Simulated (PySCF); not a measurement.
Compound: C6H12BCl.
Structure used (PBE0-D3(BJ)/def2-SVP), in Å, numbered top down from 1:
```xyz
20
C6H12BCl angstrom
Cl    -8.2411    1.4661   -0.5433
C     -7.1749    0.1106   -0.0616
C     -5.7151    0.3761   -0.3856
C     -5.1583    1.6067    0.3322
B     -3.5999    1.7161    0.3892
C     -2.7202    0.4466    0.1461
C     -3.4299   -0.7178   -0.5442
C     -4.8782   -0.8716   -0.0881
H     -7.5449   -0.7807   -0.5879
H     -7.3189   -0.0395    1.0194
H     -5.6578    0.5600   -1.4745
H     -5.6439    2.5338   -0.0127
H     -5.4262    1.5596    1.4134
H     -3.0819    2.7526    0.7523
H     -2.4448    0.1631    1.1874
H     -1.7498    0.6871   -0.3197
H     -3.4249   -0.5507   -1.6359
H     -2.8872   -1.6641   -0.3845
H     -4.9063   -1.0786    0.9990
H     -5.3312   -1.7493   -0.5790
```

Method used: PySCF 2.14.0, density-fitted response routines, TDDFT CAM-B3LYP/def2-SVPD, vertical, gas phase, core orbitals frozen in the response.

Transition dipole moments from the ground state, in atomic units and in the frame of the coordinates above (overall signs are arbitrary), for the states with f of 0.002 or more among the lowest 10:

```csv
state,E (eV),μx,μy,μz
S3,7.389,0.020,0.087,0.099
S4,7.426,0.165,0.072,-0.077
S5,7.813,-0.163,-0.022,-0.077
S6,7.857,0.010,0.019,0.102
S8,7.995,0.214,0.211,0.062
S9,8.030,-0.473,0.230,0.039
S10,8.112,0.152,0.128,0.129
```

Problem. What oscillator strength does each state have?

Solution. f = (2/3) ΔE |μ|² with ΔE in hartree (27.2114 eV).

```csv
state,|μ|² (au),|μ| (D),f
S3,0.018,0.34,0.003
S4,0.038,0.50,0.007
S5,0.033,0.46,0.006
S6,0.011,0.27,0.002
S8,0.094,0.78,0.018
S9,0.278,1.34,0.055
S10,0.056,0.60,0.011
```

Problem. What angle do the transition dipoles of S9 and S10 make?

Solution. |cos θ| = |μa·μb| / (|μa| |μb|) = 0.30, so θ ≈ 73° (taken between 0 and 90°, since the signs are arbitrary).

Problem. What peak molar absorption coefficient would the strongest computed level give as a lone Gaussian band 0.5 eV wide at half height?

Solution. ε(max) = 2.175×10⁸ f / FWHM, with the width in cm⁻¹. S9: 2.175×10⁸ × 0.0548 / 4033 ≈ 3000 L mol⁻¹ cm⁻¹.

All these states lie below the vertical ionisation energy of 10.20 eV (ΔSCF).

One conformer stands for the species.
